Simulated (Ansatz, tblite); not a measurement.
Removing and adding an electron: NiMe2 (C₂H₆Ni). Charge 0, multiplicity 3. Geometry: r2SCAN-D4/def2-TZVP. Ansatz, gas phase; energy differences of separate SCF runs; the oxidised species was run as a quartet alone; the reduced species was run as a doublet alone.

```xyz
9

Ni    0.400    0.403    0.369
C    -0.560    1.434   -0.957
H    -0.322    1.088   -1.966
H    -0.249    2.482   -0.856
H    -1.639    1.365   -0.796
C     0.562   -1.433    0.958
H    -0.403   -1.819    1.296
H     1.269   -1.454    1.797
H     0.944   -2.067    0.154
```

The xTB rows come from tblite. HSE06 is defined as in plane-wave codes, on full-range PBE exchange. Correlated methods freeze 7 core orbitals; core or outer-core shells of Ni are correlated, in sets that lack core-valence functions. In CCSD on the charge 1 quartet the largest single amplitude is 0.29, so its Hartree–Fock determinant may place the open shell otherwise than the density functionals do. The order of the spin states hangs on the level: the singlet lies 0.64 eV below the triplet at PBE-D4/def2-TZVP, but 0.06 eV above it at PBE0-D4/def2-TZVP.

```tsv
level	−HOMO (eV)	vertical IE (eV)	−LUMO (eV)	vertical EA (eV)	HOMO–LUMO gap (eV)	IE − EA (eV)	remarks
GFN1-xTB	–	15.18	–	7.25	–	7.93	–
GFN2-xTB	–	13.49	–	6.28	–	7.21	–
PBE-D4/def2-TZVP	5.30	8.97	4.78	–	0.51	–	lower spin may lie lower (+1 quartet)
PBE-D4/def2-TZVPD	5.32	–	4.80	1.49	0.52	–	HOMO above zero (-1 doublet)
r2SCAN-D4/def2-TZVP	5.92	8.75	4.27	–	1.65	–	–
r2SCAN-D4/def2-TZVPD	5.93	–	4.28	1.14	1.65	–	HOMO above zero (-1 doublet)
B97M-V/def2-TZVP	6.11	8.81	4.18	–	1.93	–	–
PBE0-D4/def2-TZVP	7.39	8.77	2.68	–	4.71	–	–
PBE0-D4/def2-TZVPD	7.40	–	2.69	1.11	4.71	–	HOMO above zero (-1 doublet)
HSE06-D4/def2-TZVP	6.98	8.76	3.07	–	3.91	–	–
BHLYP-D4/def2-TZVP	8.26	8.74	1.03	–	7.22	–	–
CAM-B3LYP-D4/def2-TZVP	8.84	8.95	1.67	–	7.17	–	–
ωB97M-V/def2-TZVP	9.74	8.92	0.71	–	9.03	–	–
CCSD/def2-TZVP	–	8.79	–	–	–	–	large T1 (0.068) (+1 quartet)
CCSD(T)/def2-TZVP	–	8.84	–	–	–	–	large T1 (0.068) (+1 quartet)
```

Run but left out: HF/def2-TZVP, MP2/def2-TZVP (charge +1 quartet: a determinant that CCSD turns far, T1 0.068). At PBE0-D4/def2-TZVP the highest occupied level of the triplet has α spin (-6.34 eV), and emptying it gives a doublet, which wasn't run; the ionisation energy to the quartet shown is then probably not the lowest one.  A HOMO above zero means that the electron is unbound at that level or that self-interaction error raises the level; the energy of removing that electron tells which. HOMO and LUMO are the levels of the spin that leaves or enters (xTB has no such levels and no spin-polarisation term). Other spin states of the ions may lie lower, which would lower the ionisation energy or raise the affinity. Raw xTB energy differences between charge states are shifted by several eV; the methods need an empirical correction for them.
